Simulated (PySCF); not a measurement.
**Polarisability and C₆ of Cl⁻ (chlorine, charge -1)**

[Ar], closed-shell 1S. Calculation: PySCF 2.14, in aug-cc-pCVTZ-DK (8s7p5d3f, 75 functions); scalar relativity by spin-free X2C-1e. Coupled (time-dependent) response in atomic units; α is the mean over directions.

```json
{"method": "UHF", "mean α (bohr³)": "25.68", "C₆ (like pair)": "222.3", "S(−4)": "176.3"}
{"method": "PBE0", "mean α (bohr³)": "28.65", "C₆ (like pair)": "255.3", "S(−4)": "243.1"}
{"method": "B3LYP", "mean α (bohr³)": "29.04", "C₆ (like pair)": "259.0", "S(−4)": "258.4"}
```

S(−4) is the Cauchy moment in α(ω) = α(0) + S(−4) ω² + …

α(iu) at B3LYP:

```json
{"u (hartree)": "0", "α(iu) (bohr³)": "29.04"}
{"u (hartree)": "0.0500", "α(iu) (bohr³)": "28.41"}
{"u (hartree)": "0.100", "α(iu) (bohr³)": "26.79"}
{"u (hartree)": "0.200", "α(iu) (bohr³)": "22.37"}
{"u (hartree)": "0.300", "α(iu) (bohr³)": "18.20"}
{"u (hartree)": "0.500", "α(iu) (bohr³)": "12.07"}
{"u (hartree)": "0.750", "α(iu) (bohr³)": "7.568"}
{"u (hartree)": "1.00", "α(iu) (bohr³)": "5.066"}
{"u (hartree)": "1.50", "α(iu) (bohr³)": "2.671"}
{"u (hartree)": "2.00", "α(iu) (bohr³)": "1.640"}
{"u (hartree)": "3.00", "α(iu) (bohr³)": "0.8077"}
{"u (hartree)": "5.00", "α(iu) (bohr³)": "0.3330"}
```

A single London oscillator, α(iu) = α/(1 + u²/ω²), gives C₆ = (3/4) ω α². Matching the computed C₆ needs ω = 4 × 259.0 / (3 × 29.04²) = 0.409 hartree.

For an ion, C₆ is the dispersion term alone; charge-induced terms of lower order in 1/R come first.
